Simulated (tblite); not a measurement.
Species: C7H9FNP.
Atom-mapped SMILES: `[CH3:1][P:2]([NH2:3])[c:4]1[cH:5][cH:6][cH:7][c:8]([F:9])[cH:10]1` (hydrogens: H11, H12, H13 on C1; H14, H15 on N3; H16 on C5; H17 on C6; H18 on C7; H19 on C10)

Geometry (GFN2-xTB, Å), atoms numbered from 1 in this order:
```xyz
19
C7H9FNP angstrom
C     -2.207   -1.277    0.118
P     -1.793    0.423    0.727
N     -2.146    1.240   -0.752
C      0.030    0.277    0.511
C      0.665    0.447   -0.712
C      2.036    0.294   -0.814
C      2.792   -0.032    0.300
C      2.145   -0.190    1.512
F      2.873   -0.505    2.607
C      0.779   -0.034    1.639
H     -3.289   -1.392    0.075
H     -1.806   -2.011    0.813
H     -1.778   -1.425   -0.871
H     -1.939    2.231   -0.662
H     -3.137    1.157   -0.961
H      0.075    0.695   -1.581
H      2.524    0.426   -1.768
H      3.861   -0.161    0.240
H      0.305   -0.154    2.601
```

Method: GFN2-xTB as coded in tblite; computed harmonic values from a numerical Hessian at the method's own geometry, unscaled. Errors from tens to a few hundred cm⁻¹ against measured bands are possible. One conformer, not necessarily the lowest.

Harmonic wavenumbers (cm⁻¹): 28.6, 98.1, 153.4, 187.6, 202.6, 221.5, 233.5, 268.6, 315.3, 385.9, 409.3, 427.4, 491.5, 530.8, 648.3, 658.0, 714.2, 772.8, 790.1, 844.1, 844.5, 867.5, 878.3, 890.4, 897.0, 927.5, 960.2, 989.7, 1095.6, 1112.9, 1174.5, 1212.3, 1246.1, 1303.1, 1322.4, 1416.2, 1434.6, 1448.5, 1453.1, 1486.5, 1580.5, 1589.2, 2999.3, 3004.7, 3025.4, 3081.3, 3089.1, 3098.6, 3109.2, 3358.0, 3379.2.

A = 2315, B = 690.9, C = 595.8 MHz; mass 157.046 u (most abundant isotopes); point group C1, symmetry number 1.

**Question.** What is the zero-point energy?

**Answer.** ½Σν̃ = 31328 cm⁻¹ = 89.57 kcal/mol.

**Question.** What is S at 500 K and 1 bar for an ideal gas of classical rigid rotors and harmonic oscillators?

**Answer.** Translation 43.66, rotation 31.74, vibration 52.70: S = 128.1 cal/(mol K).

**Question.** And Cp and H(500 K) − H(0)?

**Answer.** Cp = 60.92 cal/(mol K), of which vibrations give 52.97 (their classical limit is 51 R = 101.3); H(500 K) − H(0) = 17.77 kcal/mol without the zero-point energy, 13.80 from vibrations.

**Question.** How do the functions run with temperature in this model?

**Answer.** 
```json
{"T (K)": "100", "S (cal/(mol K))": "70.7", "Cp (cal/(mol K))": "18.7", "H − H(0) (kcal/mol)": "1.26", "G − H(0) (kcal/mol)": "-5.81", "ln q(vib)": "1.73"}
{"T (K)": "200", "S (cal/(mol K))": "87.4", "Cp (cal/(mol K))": "30.5", "H − H(0) (kcal/mol)": "3.73", "G − H(0) (kcal/mol)": "-13.74", "ln q(vib)": "4.30"}
{"T (K)": "300", "S (cal/(mol K))": "101.9", "Cp (cal/(mol K))": "42.0", "H − H(0) (kcal/mol)": "7.36", "G − H(0) (kcal/mol)": "-23.21", "ln q(vib)": "7.04"}
{"T (K)": "800", "S (cal/(mol K))": "160.8", "Cp (cal/(mol K))": "77.6", "H − H(0) (kcal/mol)": "38.82", "G − H(0) (kcal/mol)": "-89.79", "ln q(vib)": "20.66"}
{"T (K)": "1000", "S (cal/(mol K))": "178.9", "Cp (cal/(mol K))": "84.6", "H − H(0) (kcal/mol)": "55.08", "G − H(0) (kcal/mol)": "-123.79", "ln q(vib)": "25.58"}
```

q(vib) and H(0) count from the zero-point level.

**Question.** Blend soft modes into free rotors: weight 1/[1 + (100 cm⁻¹/ν̃)⁴] for the oscillator and the rest for a rotor with moment μB/(μ + B), μ = h/(8π²ν), B = 10⁻⁴⁴ kg m². What vibrational entropy results?

**Answer.** 49.61 cal/(mol K) in place of 52.70, which changes −T·S at 500 K by +1.55 kcal/mol.

Hindered rotation and anharmonicity are outside this model. Other conformers, if any are populated, would add a mixing term that is left out. The structure is chiral; the term R ln 2 for an equal mix with its mirror image is left out.
